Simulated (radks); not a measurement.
All-electron atom: Cl VII in [He] 2s2 2p5 3s2 (not the ground configuration).

Method: scalar-relativistic Kohn-Sham, PBEsol, spin-polarised, spherical densities, finite nucleus; open shells are filled with parallel spins first; Fermi nuclear charge, rms radius 3.3654 fm; computed with a radial shooting solver on a logarithmic mesh with Libxc functionals.

Energy parts (Ry):
total: -884.97623
kinetic: 889.35243
electron-nucleus: -2006.94313
Hartree: 279.38951
exchange-correlation: -46.77503

Orbitals (lengths in bohr, moments of r in powers of bohr; r(90%) holds 90 % of the orbital's charge):
| orbital | occ. | eigenvalue (Ry) | r(90%) | <r> | <r^4> |
|---|---|---|---|---|---|
| 1s up | 1 | -213.3584 | 0.163 | 0.09102 | 0.0003202 |
| 1s down | 1 | -213.1855 | 0.162 | 0.09095 | 0.0003192 |
| 2s up | 1 | -28.40435 | 0.671 | 0.4315 | 0.08552 |
| 2s down | 1 | -28.10791 | 0.674 | 0.4331 | 0.08700 |
| 2p up | 3 | -24.17747 | 0.641 | 0.3890 | 0.07202 |
| 2p down | 2 | -23.83527 | 0.645 | 0.3912 | 0.07400 |
| 3s up | 1 | -8.28550 | 1.78 | 1.220 | 4.279 |
| 3s down | 1 | -8.24976 | 1.79 | 1.225 | 4.347 |

The highest occupied level is 3s down at -112.24 eV. Summed over all electrons, <r^2> = 4.799 bohr^2, which gives a Langevin (diamagnetic) susceptibility term of -3.8 x 10^-6 cm^3/mol.
